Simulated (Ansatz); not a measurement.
Start from `C#CCC[SiH3]` and change one atom or group to get `C#CC[SiH2]C`.

Ansatz, PBE0-D4/def2-TZVP geometries, multiplicity 1. Each molecule was computed in one conformer, which needn't be the lowest.

```
                                        property  `C#CCC[SiH3]`
               LUMO energy (PBE/def2-TZVPP) / eV          -0.44
size of the dipole moment (B3LYP/def2-TZVPP) / D           0.17
               HOMO energy (PBE/def2-TZVPP) / eV          -6.56
           HOMO energy (ωB97M-V/def2-TZVPP) / eV         -10.02
             HOMO–LUMO gap (PBE/def2-TZVPP) / eV           6.12
             HOMO energy (B3LYP/def2-TZVPP) / eV          -7.52
```

Problem. Give the same properties after the change, and the shifts. (An estimate is asked.)

Solution. Computed: 
| property | `C#CC[SiH2]C` | shift |
| --- | --- | --- |
| LUMO energy (PBE/def2-TZVPP) / eV | -0.06 | 0.38 |
| size of the dipole moment (B3LYP/def2-TZVPP) / D | 0.74 | 0.57 |
| HOMO energy (PBE/def2-TZVPP) / eV | -6.20 | 0.36 |
| HOMO energy (ωB97M-V/def2-TZVPP) / eV | -9.58 | 0.44 |
| HOMO–LUMO gap (PBE/def2-TZVPP) / eV | 6.14 | 0.02 |
| HOMO energy (B3LYP/def2-TZVPP) / eV | -7.15 | 0.37 |

Dipoles are sizes alone; their direction can turn.

B3LYP here is the variant with VWN-RPA as its local correlation; programs differ in this.
